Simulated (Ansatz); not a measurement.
Energy needed to pull apart BNH3SBr (SMILES NB(S)Br), singlet, into free ground-state atoms, from the structure below (displaced at random from its PBE0-D4/def2-TZVP minimum); no zero-point or spin–orbit terms; open-shell atoms are treated unrestricted, in their ground-state multiplicity.

N1  (-0.244, 1.028, -0.165)
B2  (-0.134, -0.485, -0.273)
S3  (0.814, -1.722, 0.563)
Br4  (-1.393, -1.189, -1.626)
H5  (-0.599, 1.626, -0.599)
H6  (0.354, 1.439, 0.778)
H7  (1.373, -0.810, 1.428)
(Å)

Computed with Ansatz 0.2.0 (basis: def2-TZVPP); correlated methods freeze the cores. Filled d shells of the heavier atoms are correlated. The def2 sets are not built for correlating such inner shells, so the correlated values are less sure here.

| method | atomization energy (eV) |
| --- | --- |
| PBE-D4 | ? |
| r2SCAN-D4 | 23.24 |
| PBE0-D4 | 23.20 |
| wB97M-V | 23.20 |
| HF | ? |
| MP2 | 22.79 |
| CCSD | 21.67 |
| CCSD(T) | 22.18 |

(1) What does HF give? (An estimate is asked for; the value comes from the calculation.)

(2) What does PBE-D4 give? (To be estimated.)

The T1 diagnostic stays at or below 0.012.

Results:

(1) The calculation gives: 15.47 eV, which is about 6.71 eV less than CCSD(T)/def2-TZVPP.

(2) The calculation gives: 23.84 eV, which is about 1.66 eV more than CCSD(T)/def2-TZVPP.

In triple zeta the MP2 and coupled-cluster atomization energies are still short of their basis limit by a few kcal/mol a bond, whereas those of the functionals are nearly converged, so these differences are not deviations from converged CCSD(T).

For scale, one of the runs: CCSD(T)/def2-TZVPP forces, 194 basis functions (an equivalent command: `ansatz run in.yaml --threads 4`). The run took 3.6 min on 4 CPU threads (shared host), with 4.1 GiB of host memory at its peak.
